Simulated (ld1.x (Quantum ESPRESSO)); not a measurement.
## What the settings do to the TM potential of rubidium

Base potential:

```json
{
  "Element": "rubidium",
  "Generator": "ld1.x (Quantum ESPRESSO) 7.5",
  "Type": "norm-conserving Troullier–Martins (Kleinman–Bylander form)",
  "Functional": "PBEsol",
  "Relativity": "scalar-relativistic",
  "Frozen core": "[Ar] 3d10",
  "Valence charge": "9",
  "Reference configuration": "4s2 4p6 4d0 5s0 5p1",
  "Partial waves": "4s (bound): rc 1.80 bohr; 4d (bound, empty): rc 4.20 bohr; 4p (bound): rc 2.30 bohr",
  "Local potential": "the p channel",
  "Core correction": "a·sin(br)/r model core inside 1.10 bohr"
}
```

Occupied shells without a wave of their own: 5p. They enter only through the test configuration that unscreens the potential, and ld1.x also counts them in the model core charge.

Cutoffs, loose and tight: the cutoffs (Ry, on a coarse ladder) from which the occupation-weighted sum of valence levels, in a spherical-Bessel basis at the reference potential, stays within 10 and 1 mRy of its value at 400 Ry. They do not see the model core or the augmentation charge, which bear on the density cutoff. Test errors are all-electron minus pseudo excitation energies from the reference, over the configurations 4s2 4p6 4d0 5s1 5p0; 4s2 4p6 4d0 5s0 5p0; 4s2 4p6 4d0 5s0.5 5p0; 4s2 4p6 4d0.5 5s0.5 5p0; 4s2 4p5 4d0 5s1 5p0; 4s2 4p6 4d1 5s0 5p0; 4s1 4p6 4d0 5s1 5p0. A dash means not determined; rows that change the core or the reference have their own tests.

With those shells counted twice in exchange and correlation these files are broken, and their errors move erratically; no question is asked of them.

A true bound ghost makes a file unfit for plane-wave use even where its test errors are small: the radial tests pick states by their node count and pass the ghost by. Where a test does run into it, the solver fails or the error is huge.

```csv
change,outcome,"cutoff, loose","cutoff, tight",bound ghosts,largest test error (meV)
base,generated,40 Ry,50 Ry,d,-231
"all radii but the core radius scaled by about 1.07 (s 1.94, p 2.46, d 4.52 bohr)",generated,25 Ry,45 Ry,d,-234
functional PBE,generated,40 Ry,50 Ry,d,-218
wave 4d (bound): rc 4.20 bohr becomes 4d (bound): rc 4.74 bohr,generated,40 Ry,50 Ry,d,-231
wave 4s (bound): rc 1.80 bohr becomes 4s (bound): rc 1.32 bohr,generated,55 Ry,100 Ry,d,-231
local potential all-electron potential smoothed inside 2.10 bohr (lloc = -2),generated,35 Ry,50 Ry,s,+5478
reference 4s2 4p6 5s1 5p0; wave 4d (bound): rc 4.20 bohr becomes 4d channel at 0.05 Ry: rc 4.20 bohr,generated,40 Ry,50 Ry,d,-260 over the solved tests; 1 of 5 tests not solved or not reliable
type RRKJ; local potential all-electron potential smoothed inside 3.65 bohr (lloc = -1); rho0 0.02,generated,30 Ry,50 Ry,none,-888
wave 4p (bound): rc 2.30 bohr becomes 4p (bound): rc 1.70 bohr,generated,40 Ry,70 Ry,d,-218
core correction a·sin(br)/r model core inside 0.80 bohr,generated,40 Ry,50 Ry,d,-231
"core [Ar] 3d10 4s2, valence charge 7; reference 4p6 4d0 5s0 5p0; waves now 4p (bound): rc 2.25 bohr; 4d (bound): rc 3.85 bohr; 5s (bound): rc 3.65 bohr; local potential the s channel; core correction Bessel-smoothed model core inside 2.15 bohr",generated,15 Ry,30 Ry,none,-308
```
